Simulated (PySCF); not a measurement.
Electronic structure of K (potassium, neutral) at the UHF level

Configuration: [Ar] 4s1, 2S determinant. All numbers are calculated (PySCF 2.14, no relativity, point nucleus, in dyall-acv3z).

```json
{"Total energy": "-599.164804 hartree", "One-electron energy": "-823.7976 hartree", "Hartree (Coulomb) energy": "257.3108 hartree", "Exchange energy": "-32.6781 hartree", "Kinetic energy": "599.16456 hartree", "⟨S²⟩": "0.7502", "⟨L²⟩": "0.000", "Sum of ⟨r⟩": "19.45 bohr", "Sum of ⟨r²⟩": "51.18 bohr²", "Density at the nucleus (Gaussians lack the cusp)": "4530 bohr⁻³", "Spin density at the nucleus": "0.852 bohr⁻³", "Langevin diamagnetic susceptibility": "-40.5 ×10⁻⁶ cm³/mol"}
```

```json
{"shell": "1s α", "electrons": "1", "mean orbital energy (hartree)": "-133.53353", "rms radius, mean of both spins (bohr)": "0.0944"}
{"shell": "1s β", "electrons": "1", "mean orbital energy (hartree)": "-133.53243", "rms radius, mean of both spins (bohr)": "0.0944"}
{"shell": "2s α", "electrons": "1", "mean orbital energy (hartree)": "-14.49088", "rms radius, mean of both spins (bohr)": "0.420"}
{"shell": "2s β", "electrons": "1", "mean orbital energy (hartree)": "-14.48889", "rms radius, mean of both spins (bohr)": "0.420"}
{"shell": "2p α", "electrons": "3", "mean orbital energy (hartree)": "-11.51947", "rms radius, mean of both spins (bohr)": "0.388"}
{"shell": "2p β", "electrons": "3", "mean orbital energy (hartree)": "-11.51893", "rms radius, mean of both spins (bohr)": "0.388"}
{"shell": "3s α", "electrons": "1", "mean orbital energy (hartree)": "-1.75118", "rms radius, mean of both spins (bohr)": "1.37"}
{"shell": "3s β", "electrons": "1", "mean orbital energy (hartree)": "-1.74620", "rms radius, mean of both spins (bohr)": "1.37"}
{"shell": "3p α", "electrons": "3", "mean orbital energy (hartree)": "-0.95516", "rms radius, mean of both spins (bohr)": "1.56"}
{"shell": "3p β", "electrons": "3", "mean orbital energy (hartree)": "-0.95349", "rms radius, mean of both spins (bohr)": "1.56"}
{"shell": "4s α", "electrons": "1", "mean orbital energy (hartree)": "-0.14765", "rms radius, mean of both spins (bohr)": "5.61"}
```

Spin-orbit constants ζ (cm⁻¹) from the X2C one-electron operator on these orbitals (non-relativistic here): bare nucleus, nucleus screened by l(l+1)(2l+1)/3 electrons, and screened by the Breit-Pauli mean field of the electrons.

```csv
shell,bare,screened nucleus,mean field
2p,16560,14820,14020
3p,1408,1260,1178
```
